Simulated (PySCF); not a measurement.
Species: C3H9N3Si2.
SMILES: `N#C[Si@@H]1NCCN1[SiH3]`

Computed with TDDFT PBE0/def2-SVPD, vertical, gas phase, core orbitals frozen in the response in PySCF 2.14.0, density-fitted response routines. Isolated species at its GFN2-xTB geometry (one conformer only).

```tsv
state	E (eV)	E (kJ/mol)	λ (nm)	f	main configurations (H = HOMO, L = LUMO)
S1	5.12	494	242.4	0.011	H→L (99%)
S2	5.52	532	224.7	0.0069	H-1→L (93%)
S3	5.70	550	217.4	0.0022	H→L+1 (93%)
S4	6.14	592	202.0	0.0007	H-1→L+1 (97%)
S5	6.32	610	196.0	0.0039	H→L+2 (94%)
S6	6.71	647	184.8	0.0077	H-1→L+2 (38%), H→L+4 (36%), H→L+3 (20%)
S7	6.91	667	179.5	0.010	H→L+3 (66%), H-1→L+2 (15%)
S8	6.98	673	177.7	0.0024	H-2→L (63%), H-3→L (9%)
```

Triplets (Tamm–Dancoff): T1 4.89 eV, H→L (96%); T2 5.26 eV, H-1→L (90%); T3 5.60 eV, H→L+1 (91%).

The lowest singlet lies at 5.12 eV (242 nm, ultraviolet) and is weak; its leading configuration is HOMO→LUMO (99%). The largest oscillator strength of a single state is 0.011. Löwdin shares by element: HOMO nitrogen 58% or more, carbon 13% or more (atoms not listed hold the other 28%); LUMO silicon 25% or more, carbon 23% or more, nitrogen 21% or more, hydrogen 6% or more (atoms not listed hold the other 25%). Orbital energies (eV): HOMO-3 -9.83, HOMO-2 -9.68, HOMO-1 -7.64, HOMO -7.14, LUMO -0.82, LUMO+1 -0.23, LUMO+2 0.34. Of the 8 states listed, 2 reach f = 0.01 and none stays under 0.0005. The listed states span 1.86 eV, and the widest gap between neighbours is 0.44 eV (S3 to S4). The window holds the lowest 8 singlets.

Hardware: Arm Neoverse N1, one thread, shared host. Cost: 1.7 min of wall time, 0.97 GiB resident at most.
